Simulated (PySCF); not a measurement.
Iodine: highly charged ions in a basis for the neutral atom

I¹⁷⁺ [Kr], I¹⁸⁺ [Ar] 3d10 4s2 4p5. Computed with PySCF 2.14 in cc-pVTZ-PP with ECP28MDF, with a scalar-relativistic core potential. No spin-orbit coupling, so a gap to NIST mixes the basis error with missing relativistic terms.

Changed run: basis of the neutral atom used for a highly charged ion. This setting is unsound on purpose.

```tsv
species	method	sound run (hartree)	changed run (hartree)	converged
I¹⁷⁺	UHF	not run	-185.36274	yes
I¹⁷⁺	M06-L	not run	-185.94368	yes
I¹⁷⁺	PBE	not run	-185.73627	yes
I¹⁸⁺	UHF	not run	-166.71699	yes
I¹⁸⁺	M06-L	not run	-167.24603	yes
I¹⁸⁺	PBE	not run	-167.05796	yes
```

Ionisation energy of I¹⁷⁺:

```
method  changed run (eV)  NIST (eV)
   UHF            507.38    505 ± 3
 M06-L            508.79    505 ± 3
   PBE            508.26    505 ± 3
```

The contracted functions were made for the neutral atom and can be too rigid for a highly charged ion.
